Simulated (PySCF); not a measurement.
**Tin: a sound run and one with changed settings**

Sound run: Sn [Kr] 4d10 5s2 5p2, Sn⁺ [Kr] 4d10 5s2 5p1. Computed with PySCF 2.14 in aug-cc-pVDZ-PP with ECP28MDF (5s4p3d, 32 functions), with a scalar-relativistic core potential. In the sound run the correlated levels freeze 4s2 4p6 4d10 outside the core potential. The sound run starts from symmetry-adapted Hartree-Fock orbitals and uses a fine grid where one is needed.

Changed run: all electrons correlated in a basis built for the valence shell.

```csv
species,method,sound run (hartree),changed run (hartree),converged
Sn,MP2,-213.37076,-213.40101,yes
Sn⁺,MP2,-213.11032,-213.13851,yes
```

Ionisation energy of Sn:

| method | sound run (eV) | changed run (eV) |
| --- | --- | --- |
| UHF | 6.858 | 6.858 |
| MP2 | 7.087 | 7.143 |
| SCS-MP2 | 7.027 | 7.058 |

A valence basis has no tight correlating functions, so it recovers only part of the core correlation, and not evenly between atom and ion.

For comparison, NIST gives 7.344 eV between the lowest levels.
